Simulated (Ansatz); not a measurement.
Molecule: CAuO, charge 1, multiplicity 1. SMILES: O=[C+][Au]
Coordinates optimised at B3LYP-D3(BJ)/def2-TZVP (Ansatz, a program for electronic structure):
```
C
O 1 1.1150
Au 1 1.9516 2 180.00
```
Charge +1, spin multiplicity 1.

Computed values are from Ansatz. Cores are frozen in the correlated levels unless marked. UHF or UKS for open shells. No spin-orbit coupling. The frozen core is the preceding noble-gas configuration, with the filled d and f shells of earlier blocks. In def2 rows, elements after Kr have scalar-relativistic effective core potentials. CBS marks a two-point X^-3 extrapolation of the correlation energy; Hartree-Fock from the larger set. [CCSD(T)-MP2]/basis is that difference in the basis named.

Q: What is the vertical ionisation energy (to the doublet) at RI-MP2/CBS(def2-TZVPPD,def2-QZVPPD)+[CCSD(T)-MP2]/def2-TZVPPD?

A: 18.40 eV.

Q: What is the T1 diagnostic at CCSD/def2-QZVPPD?

A: 0.019.

Q: What is the vertical electron affinity (to the doublet; negative means unbound) at RI-MP2/CBS(def2-TZVPPD,def2-QZVPPD)+[CCSD(T)-MP2]/def2-TZVPPD?

A: 7.34 eV.

Q: What is the total energy at CCSD(T)/CBS(def2-TZVPPD,def2-QZVPPD)?

A: -248.1290 Eh.
